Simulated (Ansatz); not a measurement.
Harmonic frequencies (cm⁻¹) at PBE0-D4/def2-TZVP from Ansatz: 101, 131, 165, 173, 249, 400, 414, 641, 730, 760, 4008, 4010.

Each molecule was computed in one conformer, which needn't be the lowest.

Q: Which molecule is it?
A. `[OH][Sc]([F])[F]`
B. `[OH][Sc]([OH])[F]`
C. `[CH3][Sc]([F])[F]`
D. `[OH][Sc]([OH])[Cl]`

A: B.
